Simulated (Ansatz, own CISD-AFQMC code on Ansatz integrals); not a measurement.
C2H8Si, SMILES `CC[SiH3]` (charge 0, multiplicity 1).

Cartesian coordinates (Å):
```xyz
11

C     -1.4235     0.0899    -0.1836
C     -0.1031    -0.6294    -0.4860
Si     1.4188     0.3316     0.0619
H     -1.4721     1.0585    -0.6857
H     -1.5410     0.2710     0.8869
H     -2.2838    -0.4957    -0.5145
H     -0.0847    -1.6081     0.0031
H     -0.0162    -0.8260    -1.5588
H      2.6620    -0.4136    -0.2567
H      1.3748     0.5732     1.5262
H      1.4689     1.6487    -0.6215
```
Charge 0, spin multiplicity 1.

Frozen-core correlation energies in cc-pVDZ at a geometry from B3LYP-D3(BJ)/def2-TZVP, on an HF energy of -369.32429 Ha (<S^2> = 0.00). Wave-function levels are from Ansatz, the walk from an own CISD-AFQMC code on Ansatz integrals (time step 0.005/Ha, trial state from CCSD amplitudes, largest double 0.03).

| level | correlation energy (mHa) |
|---|---|
| MP2 | -402.0 |
| CCSD | -457.8 |
| CCSD(T) | -469.8 |

### Question
What correlation energy does phaseless AFQMC give, and where does it lie among these levels?

### Answer
-471.5 ± 0.3 mHa (one standard error). AFQMC minus each level: MP2 -69.4 mHa, CCSD -13.6 mHa, CCSD(T) -1.7 mHa.
